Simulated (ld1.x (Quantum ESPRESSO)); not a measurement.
Reading a pseudo-wave (cobalt (Co))

Columns: radius, all-electron u(r) and pseudo u(r) of the 3s shell (level -106.61 eV) of cobalt in the configuration [Ne] 3s2 3p6 3d7 4s1.5 4p0; PBE, scalar-relativistic, TM scheme, ld1.x (Quantum ESPRESSO) 7.5.

```
r (bohr)  all-electron  pseudo
   0.062        0.1311  0.0788
   0.125       -0.5144  0.1652
   0.188       -0.6666  0.2645
   0.250       -0.4200  0.3815
   0.312       -0.0080  0.5220
   0.375        0.4189  0.6885
   0.438        0.7734  0.8687
   0.500        1.0250  1.0380
   0.562        1.1813  1.1722
   0.625        1.2572  1.2510
   0.688        1.2682  1.2669
   0.750        1.2337  1.2337
   0.812        1.1694  1.1694
   0.875        1.0853  1.0853
   0.938        0.9917  0.9917
   1.000        0.8968  0.8968
   1.062        0.8033  0.8033
   1.125        0.7126  0.7126
   1.188        0.6281  0.6281
   1.250        0.5518  0.5518
   1.312        0.4826  0.4826
   1.375        0.4196  0.4196
   1.438        0.3636  0.3636
   1.500        0.3149  0.3149
   1.562        0.2722  0.2722
   1.625        0.2341  0.2341
```

**Question.** How many radial nodes do the two functions have?

**Answer.** The all-electron 3s function has n − l − 1 = 2; the pseudo-wave has 0, since the states of the same l below it are removed with the core.

**Question.** At about which radius was the pseudo-wave matched?

**Answer.** 0.80 bohr, where the columns begin to agree (steps of 0.06 bohr).

**Question.** Is the pseudo-wave norm-conserving?

**Answer.** Yes: the TM scheme keeps the norm inside the radius equal to the all-electron one, which fixes the energy derivative of the logarithmic derivative at the level.
